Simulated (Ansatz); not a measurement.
# Reading a saddle point

A first-order saddle point of SiN2H5F, closed shell, PBE0-D4/def2-TZVP, with one imaginary mode of 1256i cm⁻¹:

```tsv
atom	x (Å)	y (Å)	z (Å)
Si1	0.5259	0.0347	-0.3359
F2	-0.1765	-1.5300	-1.5571
H3	0.8665	-0.8988	-1.6073
N4	-0.6197	1.2807	-0.3745
N5	0.5420	-0.5265	1.2613
H6	-0.8327	1.7579	-1.2337
H7	-1.2912	1.4751	0.3506
H8	1.1229	-1.3018	1.5299
H9	-0.1372	-0.2914	1.9666
```

Program: Ansatz 0.2.0. Basis: def2-TZVPP and def2-QZVPP. Cores are frozen in the correlated methods. Extrapolation: Hartree–Fock as exp(−7.88 √X), correlation as X^−2.97.

(1) Which contacts change along the imaginary mode, and what lies on either side? (A judgement: the text doesn't fix the answer.)

(2) Which side is lower, and how far does the saddle lie above each? (An estimate is asked for; the value comes from the calculation.)

T1 diagnostic: at most 0.016.

Answers

(1) The calculation gives: The step is SiN₂H₅F ([NH2][SiH]([NH2])[F]) → SiN₂H₄ ([NH2][Si][NH2]) + HF, with the molecules in contact on both sides. Shortening one way: F2–H3; lengthening the same way: Si1–F2, Si1–H3.
| pair | one side (Å) | saddle (Å) | other side (Å) |
| --- | --- | --- | --- |
| F2–H3 | 2.44 | 1.22 | 0.94 |
| Si1–F2 | 1.60 | 2.11 | 3.24 |
| Si1–H3 | 1.48 | 1.61 | 2.30 |

(2) Computed: The side with Si1–F2, Si1–H3 short is lower by 2.674 eV; the saddle lies 3.811 eV above it and 1.136 eV above the other (CCSD(T) at an estimated basis limit (MP2 extrapolated from triple and quadruple zeta, plus CCSD(T) − MP2 in triple zeta); electronic energies).

Losses and insertions of silylenes and their heavier kin drive the gas-phase chemistry of silicon and germanium vapour deposition.

Labels in which every atom is bracketed show which atoms are joined, not bond orders.

For scale, one of the runs: CCSD(T)/def2-TZVPP, 205 basis functions, launched by `ansatz run in.yaml --threads 4 --pin off --events-out ev --progress --plain --max-ram 9574MiB`. The run took 43 s on 4 CPU threads of an Arm Neoverse V2 (shared host), with 2.7 GiB of host memory at its peak.
